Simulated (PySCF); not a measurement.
Computed shifts of a molecule C3H8N2Si, PBE/pcSseg-1 (PySCF), GIAO, gas phase, atoms alike by connectivity averaged where their shifts nearly agree, in ppm (number of nuclei): ¹³C: 204.1 (1), 67.1 (1), -1.4 (1). ²⁹Si: 1.0 (1). ¹⁵N: 497.6 (1), 42.7 (1). ¹H: 8.96 (1), 4.31 (1), 4.19 (1), 1.38 (2), 0.51 (3). References: ¹³C against TMS (σ = 182.0 ppm); ²⁹Si against TMS (σ = 335.4 ppm); ¹⁵N against NH3 (σ = 267.0 ppm); ¹H against TMS (σ = 31.49 ppm), references at their B3LYP-D3(BJ)/def2-TZVP geometries, non-relativistic. Coordinates come from a PBE0-D3(BJ)/def2-SVP optimisation. Other conformers were not sampled.

Problem. Which molecule gave these data?
A. CC#C[SiH](N)N
B. CN1CN=C[SiH2]1
C. C[Si@]1(N)C=NC1
D. NCC1=NC[SiH2]1

Solution. C, C[Si@]1(N)C=NC1
